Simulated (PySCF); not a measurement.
SMILES CCC[SiH2]c1cccs1 (C₇H₁₂SSi), GFN2-xTB optimised geometry.

```
21

C     -2.18    -3.50    -0.67
C     -1.21    -3.18     0.46
C     -0.34    -1.96     0.17
Si    -1.32    -0.34    -0.01
C     -0.10     1.08     0.00
C      1.26     1.08     0.00
C      1.84     2.37     0.00
C      0.90     3.35     0.00
S     -0.70     2.71     0.00
H     -2.72    -4.42    -0.45
H     -1.64    -3.62    -1.60
H     -2.90    -2.69    -0.79
H     -0.56    -4.04     0.63
H     -1.77    -3.00     1.38
H      0.39    -1.85     0.98
H      0.23    -2.14    -0.74
H     -2.25    -0.17     1.11
H     -2.07    -0.27    -1.28
H      1.85     0.18     0.00
H      2.90     2.56     0.00
H      1.04     4.42     0.00
```

Density from PySCF 2.14.0 with B3LYP/def2-SVP at that geometry.

Minimum of the electron density along straight lines between bonded atoms, close to the bond critical point (lines longer than 1.1 times the sum of covalent radii, or with two minima, are not listed):

| bond | length / Å | ρ at the minimum / e bohr⁻³ | ∇²ρ there / e bohr⁻⁵ | position (fraction from the first atom) |
|---|---|---|---|---|
| C1–C2 | 1.522 | 0.247 | -0.57 | 0.50 |
| C2–C3 | 1.526 | 0.242 | -0.54 | 0.50 |
| C3–Si4 | 1.901 | 0.113 | 0.30 | 0.62 |
| Si4–C5 | 1.874 | 0.112 | 0.37 | 0.38 |
| C5–C6 | 1.364 | 0.321 | -0.80 | 0.51 |
| C6–C7 | 1.411 | 0.298 | -0.74 | 0.50 |
| C7–C8 | 1.357 | 0.326 | -0.84 | 0.49 |
| C5–S9 | 1.735 | 0.210 | -0.42 | 0.46 |
| C8–S9 | 1.718 | 0.217 | -0.48 | 0.47 |
| C1–H10 | 1.088 | 0.277 | -1.01 | 0.62 |
| C1–H11 | 1.088 | 0.277 | -1.01 | 0.62 |
| C1–H12 | 1.087 | 0.278 | -1.01 | 0.62 |
| C2–H13 | 1.094 | 0.276 | -1.00 | 0.62 |
| C2–H14 | 1.092 | 0.277 | -1.01 | 0.62 |
| C3–H15 | 1.092 | 0.272 | -0.96 | 0.62 |
| C3–H16 | 1.092 | 0.272 | -0.96 | 0.62 |
| Si4–H17 | 1.470 | 0.116 | 0.33 | 0.49 |
| Si4–H18 | 1.470 | 0.116 | 0.33 | 0.49 |
| C6–H19 | 1.076 | 0.285 | -1.09 | 0.63 |
| C7–H20 | 1.076 | 0.284 | -1.09 | 0.63 |
| C8–H21 | 1.072 | 0.286 | -1.12 | 0.64 |
